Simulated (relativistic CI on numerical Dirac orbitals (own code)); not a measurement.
## Transition arrays of Cd20+

Computed by Dirac-Coulomb-Breit CI, KLI orbitals optimised for each configuration, QED by a radiative potential, valence Slater integrals scaled by 0.9, whole transition arrays (own radial code, finite nucleus).

Configurations in the expansion (outside the closed core [Ar]): 3d¹⁰, 3d⁹4f, 3d⁹4p, 3d⁹5f. Levels of other configurations are missing.

All E1 lines from the levels of 3d¹⁰; mean and standard deviation are weighted by gf, and upper levels are sorted by their leading configuration.

| Upper configuration | Lines | Σgf | Mean (eV) | Mean (nm) | σ (eV) | Strongest line (nm) |
| --- | --- | --- | --- | --- | --- | --- |
| 3d⁹4f | 3 | 5.3 | 585.01 | 2.119 | 3.41 | 2.116 |
| 3d⁹4p | 3 | 0.5 | 431.91 | 2.871 | 2.26 | 2.875 |
| 3d⁹5f | 3 | 2.6 | 722.21 | 1.717 | 3.44 | 1.713 |

Σgf per state of the lower configuration in bins of 0.05 nm over the central range (centre: value): 1.725: 2.57, 2.125: 4.97, 2.175: 0.32, 2.825: 0.06, 2.875: 0.44.

(1) How do configuration mixing and the scaling of the Slater integrals move the arrays?

## Answers

(1) Slater scale 0.9, no configuration mixing: 3d⁹4f 586.0 ± 3.4 eV (Σgf 5.9), 3d⁹4p 431.9 ± 2.3 eV (Σgf 0.4), 3d⁹5f 721.2 ± 3.4 eV (Σgf 1.9); Slater scale 1: 3d⁹4f 586.6 ± 3.4 eV (Σgf 5.3), 3d⁹4p 432.1 ± 2.3 eV (Σgf 0.5), 3d⁹5f 723.0 ± 3.4 eV (Σgf 2.6); Slater scale 0.8: 3d⁹4f 583.5 ± 3.4 eV (Σgf 5.3), 3d⁹4p 431.7 ± 2.3 eV (Σgf 0.5), 3d⁹5f 721.5 ± 3.4 eV (Σgf 2.6). With mixing, levels are counted to their leading configuration, so an array can shrink or vanish into another, and the sums then hold other lines.
